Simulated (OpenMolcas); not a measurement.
d3 ions of charge +3 down a group with 4 fluoride ligands in tetrahedral coordination

| Property | Result |
| --- | --- |
| Program | OpenMolcas 26.06 |
| Method | SS-CASPT2, IPEA 0.25 Eh, imaginary shift 0.1 Eh |
| Spin-orbit coupling | RASSI with atomic mean-field integrals over the reference wave functions |

The d shell is active; CASPT2 correlates the ligand valence shells and the outer metal core. Anionic complexes are neutralised by point charges behind the ligands. Distances were set from a Shannon-type radius of the metal (high-spin where two are listed) plus a fixed donor radius (F 1.31 Å). Ligand basis ANO-RCC-VDZP, DKH2 Hamiltonian. States (labels of Td). Energies in cm-1 above the lowest state or level, χT in cm3 K/mol; under a threefold ground state the first gap can be a small split of the lowest multiplet, not the spin-orbit step. Spin-only χT is S(S+1) / 2 for the spin of the ground state.

```csv
Ion,Shell,R (Å),Metal basis,Outer charge (e at Å behind ligand),Ground state,First state of that spin,First gap with spin-orbit (degeneracies),χT at 300 K,First state of another spin,Spin-only χT
Cr3+,3d3,1.79,ANO-RCC-VDZP,0.25 at 3.2,4T1,4T2 6940,"27 (4, 2)",1.444,2E 7850,1.875
Mo3+,4d3,1.87,ANO-RCC-VDZP,0.25 at 3.2,4T1,4T2 11060,"780 (4, 2)",0.690,2E 47,1.875
```

χT departs most from the spin-only value for Mo3+, by -1.185 cm3 K/mol.

Roots that are degenerate in the reference are averaged as groups; the widest CASPT2 spread within a group is 690 cm-1 (the 3-fold group of multiplicity 2 near 9940 cm-1 above the lowest state of its run, Mo3+). Shifts and gaps below about the spread of the groups concerned are not significant. Ligand-to-metal charge-transfer states are missing. These CASPT2 states fit no ligand-field parameters well, so their order and spin gaps are uncertain. With no ligand orbital active B as a rule stays too high, so bands that hang on it stand too high and its fall with covalency is understated. With one d shell and no ligand orbital active, 10Dq can be off by a tenth or more. An orbital triplet at a regular site is open to Jahn-Teller coupling, which can distort the site and quench the lowest spin-orbit gaps and is left out (holds for Cr3+). Spin-orbit coupling mixes the spin-free states strongly: the lowest level takes only 59 % from its leading state, 4T1 (holds for Mo3+). This shell can be high or low spin here, a state of another spin lies low, and with metal d orbitals alone active their balance is uncertain, so the ground spin may be wrong (holds for Mo3+). The least metal-like active orbital is 79 % on the metal (Löwdin) and no ligand orbital is active, so the numbers are rough (holds for Mo3+). No measured value stands beside these numbers; the geometry was imposed, not optimised, and the real ion may take another.
